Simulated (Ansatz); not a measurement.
Total energies of (HBe-mu-NH2)2 (Be2N2H6) from Ansatz at r2SCAN-D4/def2-TZVP, gas phase (1 Eh = 27.2114 eV = 2625.5 kJ/mol). The reference geometry is relaxed at PBE0-D4/def2-TZVP.

Cartesian coordinates in Å:
```
Be -0.5644 0.7156 0.6554
H -1.1931 1.3228 1.6935
N 1.0562 0.6123 0.1982
Be 0.5642 -0.9079 -0.3430
H 1.1922 -2.1086 -0.4166
N -1.0561 -0.4522 -0.4584
H 1.8062 0.7228 0.8661
H 1.2719 1.2370 -0.5739
H -1.8067 -1.0978 -0.2571
H -1.2704 -0.0441 -1.3641
```

```csv
state,geometry,energy (Eh)
charge 0 singlet,reference,-142.68197
charge 1 doublet,reference,-142.34932
free Be atom (singlet),–,-14.64790
free H atom (doublet),–,-0.49993
free N atom (quartet),–,-54.58101
```

Work out the vertical ionisation energy to the doublet.

E(charge 1 doublet) − E(charge 0 singlet) = -142.34932 − (-142.68197) = 0.33265 Eh = 9.05 eV. For comparison, −ε of the highest occupied level is 6.19 eV at this level, 2.86 eV less.

What is the binding energy per atom against free atoms?

Atoms: 2 × (-14.64790) + 6 × (-0.49993) + 2 × (-54.58101) = -141.45740 Eh. Binding: -141.45740 − (-142.68197) = 1.22457 Eh = 33.32 eV, or 3.33 eV for each of 10 atoms (no zero-point energy, no counterpoise term).
